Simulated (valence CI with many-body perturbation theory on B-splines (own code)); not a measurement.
# Level structure of Sm46+

Level of theory: configuration interaction combined with many-body perturbation theory (CI+MBPT): six valence electrons over a frozen Dirac-Fock core [Ne], a basis of 9 s, 9 p, 8 d, 6 f, 3 g, 1 h functions for each j, with the one-electron correlation potential Σ1, the two-electron term Σ2, the three-electron term Σ3, Breit, model QED; selected CI, second order for the rest, scaled by the run's own slope (own B-spline code, finite nucleus).

No measured spectrum was set against this ion. As an estimate, large intervals hold to a few tenths of a per cent, small ones and those within an open d or f shell to about a per cent. Among the levels kept, up to 1100 cm⁻¹ of a level comes from second order outside the variational space, and about a tenth of that is noise between levels of different J, which matters for small intervals.

Levels 1 to 39 of 39, with energies above the lowest level, (3s^2 3p1/2^2 3p3/2^2) J=2. "Leading %" is the weight of the configuration and term that name the level; weights of strongly mixed levels are sums over their largest components and can fall short, so below about 35 % the name and the second component can differ from the true leading terms, or belong to a minority configuration. In the jj column 3d3/2^4 stands for four electrons in 3d with j = 3/2. Lifetimes count E1, E2, E3, M1 and M2 decay at the calculated energies, and are blank where another channel may lead or the interval is too uncertain; long ones can be off by a factor of two.

| No. | Configuration | Term | J | E (eV) | Leading % | Lifetime | Leading jj |
| --- | --- | --- | --- | --- | --- | --- | --- |
| 1 | 3s2 3p4 | 3P | 2 | 0.00 | 69 |  | 3s^2 3p1/2^2 3p3/2^2 (99 %) |
| 2 | 3s2 3p4 | 1S | 0 | 15.52 | 61 | 106 ms | 3s^2 3p1/2^2 3p3/2^2 (98 %) |
| 3 | 3s2 3p4 | 3P | 1 | 147.69 | 98 | 28.8 ns | 3s^2 3p1/2 3p3/2^3 (98 %) |
| 4 | 3s2 3p4 | 1D | 2 | 155.70 | 69 | 59.1 ns | 3s^2 3p1/2 3p3/2^3 (98 %) |
| 5 | 3s2 3p3 3d | 3F° | 2 | 186.33 | 30 | 238 ps | 3s^2 3p1/2^2 3p3/2 3d3/2 (98 %) |
| 6 | 3s2 3p3 3d | 3D° | 1 | 192.09 | 28 | 120 ps | 3s^2 3p1/2^2 3p3/2 3d3/2 (96 %) |
| 7 | 3s2 3p3 3d | 3P° | 0 | 192.90 | 57 | 249 ns | 3s^2 3p1/2^2 3p3/2 3d3/2 (98 %) |
| 8 | 3s2 3p3 3d | 3F° | 3 | 193.09 | 28 | 8.76 ns | 3s^2 3p1/2^2 3p3/2 3d3/2 (94 %) |
| 9 | 3s2 3p3 3d | 3F° | 4 | 224.57 | 47 | 4.80 μs | 3s^2 3p1/2^2 3p3/2 3d5/2 (98 %) |
| 10 | 3s2 3p3 3d | 3P° | 2 | 226.60 | 34 | 29.3 ps | 3s^2 3p1/2^2 3p3/2 3d5/2 (91 %) |
| 11 | 3s2 3p3 3d | 3D° | 3 | 244.47 | 35 | 4.48 ps | 3s^2 3p1/2^2 3p3/2 3d5/2 (90 %) |
| 12 | 3s2 3p3 3d | 3D° | 1 | 252.39 | 36 | 7.17 ps | 3s^2 3p1/2^2 3p3/2 3d5/2 (94 %) |
| 13 | 3s 3p5 | 3P° | 2 | 289.48 | 79 | 3.77 ps | 3s 3p1/2^2 3p3/2^3 (79 %) |
| 14 | 3s 3p5 | 1P° | 1 | 306.01 | 35 | 2.97 ps | 3s 3p1/2^2 3p3/2^3 (64 %) |
| 15 | 3s2 3p4 | 3P | 0 | 309.33 | 61 | 11.3 ns | 3s^2 3p3/2^4 (97 %) |
| 16 | 3s2 3p3 3d | 3F° | 2 | 326.94 | 45 | 166 ps | 3s^2 3p1/2 3p3/2^2 3d3/2 (97 %) |
| 17 | 3s2 3p3 3d | 5D° | 0 | 327.64 | 49 | 201 ps | 3s^2 3p1/2 3p3/2^2 3d3/2 (95 %) |
| 18 | 3s2 3p3 3d | 3D° | 1 | 328.29 | 49 | 12.3 ps | 3s^2 3p1/2 3p3/2^2 3d3/2 (90 %) |
| 19 | 3s2 3p3 3d | 3F° | 3 | 333.19 | 34 | 78.2 ps | 3s^2 3p1/2 3p3/2^2 3d3/2 (94 %) |
| 20 | 3s2 3p3 3d | 3G° | 4 | 340.74 | 50 | 203 ns | 3s^2 3p1/2 3p3/2^2 3d3/2 (98 %) |
| 21 | 3s2 3p3 3d | 3F° | 2 | 350.39 | 60 | 10.7 ps | 3s^2 3p1/2 3p3/2^2 3d3/2 (94 %) |
| 22 | 3s2 3p3 3d | 3D° | 3 | 360.10 | 59 | 3.15 ps | 3s^2 3p1/2 3p3/2^2 3d5/2 (70 %) |
| 23 | 3s2 3p3 3d | 5D° | 4 | 362.53 | 50 | 37.3 ns | 3s^2 3p1/2 3p3/2^2 3d5/2 (98 %) |
| 24 | 3s2 3p3 3d | 3D° | 3 | 364.53 | 43 | 1.37 ps | 3s^2 3p1/2 3p3/2^2 3d3/2 (65 %) |
| 25 | 3s2 3p3 3d | 3P° | 2 | 366.93 | 34 | 753 fs | 3s^2 3p1/2 3p3/2^2 3d3/2 (84 %) |
| 26 | 3s2 3p3 3d | 3S° | 1 | 368.69 | 32 | 948 fs | 3s^2 3p1/2 3p3/2^2 3d3/2 (55 %) |
| 27 | 3s2 3p3 3d | 3F° | 4 | 372.30 | 71 | 186 ns | 3s^2 3p1/2 3p3/2^2 3d5/2 (98 %) |
| 28 | 3s2 3p3 3d | 3P° | 1 | 373.13 | 46 | 2.04 ps | 3s^2 3p1/2 3p3/2^2 3d5/2 (62 %) |
| 29 | 3s2 3p3 3d | 3P° | 0 | 373.51 | 46 | 72.7 ps | 3s^2 3p1/2 3p3/2^2 3d5/2 (90 %) |
| 30 | 3s2 3p3 3d | 3G° | 5 | 375.15 | 99 | 184 ns | 3s^2 3p1/2 3p3/2^2 3d5/2 (99 %) |
| 31 | 3s2 3p2 3d2 | 3F | 2 | 379.91 | 38 | 75.1 ps | 3s^2 3p1/2^2 3d3/2^2 (96 %) |
| 32 | 3s2 3p3 3d | 1P° | 1 | 381.42 | 38 | 681 fs | 3s^2 3p1/2 3p3/2^2 3d3/2 (80 %) |
| 33 | 3s2 3p3 3d | 3D° | 2 | 389.33 | 49 | 89.8 ps | 3s^2 3p1/2 3p3/2^2 3d5/2 (98 %) |
| 34 | 3s2 3p3 3d | 3F° | 3 | 395.11 | 35 | 496 ps | 3s^2 3p1/2 3p3/2^2 3d5/2 (98 %) |
| 35 | 3s2 3p2 3d2 | 3P | 0 | 397.43 | 55 | 55.9 ps | 3s^2 3p1/2^2 3d3/2^2 (93 %) |
| 36 | 3s2 3p3 3d | 3D° | 2 | 397.71 | 43 | 3.63 ps | 3s^2 3p1/2 3p3/2^2 3d5/2 (91 %) |
| 37 | 3s2 3p3 3d | 1P° | 1 | 401.70 | 31 | 2.25 ps | 3s^2 3p1/2 3p3/2^2 3d5/2 (84 %) |
| 38 | 3s2 3p3 3d | 1F° | 3 | 404.19 | 47 | 3.16 ps | 3s^2 3p1/2 3p3/2^2 3d5/2 (88 %) |
| 39 | 3s2 3p3 3d | 3P° | 2 | 409.67 | 39 | 1.77 ps | 3s^2 3p1/2 3p3/2^2 3d5/2 (90 %) |

The ionisation energy to 3s2 3p3 2P°_3/2 of the next ion comes out as 3874.8 eV (NIST: 3873 ± 4 eV (theoretical)). All 39 levels together are meant to be complete up to 413.61 eV.
